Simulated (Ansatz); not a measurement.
Consider the formal loss of a carbene: `[CH3][InH][O][SiH3]` → `[CH2]` (triplet) + `[SiH3][O][InH2]`.

Calculated with Ansatz (gas phase, PBE0-D4/def2-TZVP geometries, no zero-point term in ΔE). CBS: MP2 limit from def2 TZ/QZ plus the TZ coupled-cluster correction, frozen cores. This one scheme is used for every species. DFT in def2-TZVPP. Triplets are unrestricted, without spin–orbit coupling. Elements past krypton have def2 core potentials. For In outer-core shells are correlated without core-valence functions, which leaves a few kJ/mol of doubt a bond. One conformer a species, not always the lowest.

Is it downhill or uphill in electronic energy at CCSD(T)/CBS, and by how much? (An estimate is asked.)

Computed: Uphill: ΔE = +4.85 eV.

What do these levels give: BHLYP-D4, B2PLYP, CAM-B3LYP, HF/def2-QZVPP, MP2/CBS(def2), CCSD/CBS(def2)? (Best estimate.)

Computed: BHLYP-D4 4.59, B2PLYP 4.73, CAM-B3LYP 4.69, HF/def2-QZVPP 3.19, MP2/CBS(def2) 5.04, CCSD/CBS(def2) 4.72 eV.

Largest T1 diagnostic among the species: 0.015.

From PBE to PBE0 (25 % exact exchange), in def2-TZVPP and without D4, ΔE moves by −0.10 eV. The D4 term adds +0.09 eV with B3LYP and +0.05 eV with PBE0; it sums over pairs of atoms, weighted by their polarisabilities, and B3LYP, whose exchange is more repulsive, gets the larger term. Leaving LDA and LC-ωPBE aside and taking each functional with its dispersion term where it has one, the values, not all of them listed here, spread over 0.36 eV, from r2SCAN0-D4 to ωB97X-V. LDA lies +0.68 eV from PBE without D4.

B3LYP here is the variant with VWN-RPA as its local correlation; programs differ in this.
